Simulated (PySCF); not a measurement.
Working out the excitation energy of Tl

Tl [Xe] 4f14 5d10 6s2 6p1 (2P) → Tl [Xe] 4f14 5d10 6s1 6p1 6d1 (high-spin determinant). Calculation: PySCF 2.14, in aug-cc-pwCVDZ-PP with ECP60MDF (6s5p4d1f, 48 functions); scalar relativity through the core potential. Frozen: nothing. Energies in hartree (1 hartree = 27.21139 eV):

| part | Tl (lower) | Tl (upper) |
| --- | --- | --- |
| UHF | -171.512656 | -171.157452 |
| MP2 opposite-spin | -0.275217 | -0.225303 |
| MP2 same-spin | -0.148382 | -0.130966 |

Problem. What does Hartree-Fock give?

Solution. (-171.157452) − (-171.512656) = 0.355204 hartree = 9.666 eV.

Problem. What do MP2 and SCS-MP2 (6/5 opposite-spin, 1/3 same-spin) give?

Solution. The opposite-spin parts differ by 1.358 eV and the same-spin parts by 0.474 eV. MP2: 9.666 + (1.358) + (0.474) = 11.498 eV. SCS-MP2: 9.666 + 1.2 × (1.358) + (0.474)/3 = 11.454 eV.

One determinant mixes LS terms, so it does not stand for a single term.

The upper state lies above the first ionisation limit, but in LS coupling its spin forbids autoionisation to the ground ion; at this Z spin-orbit coupling breaks that rule.

A double-zeta basis recovers only part of the correlation energy.
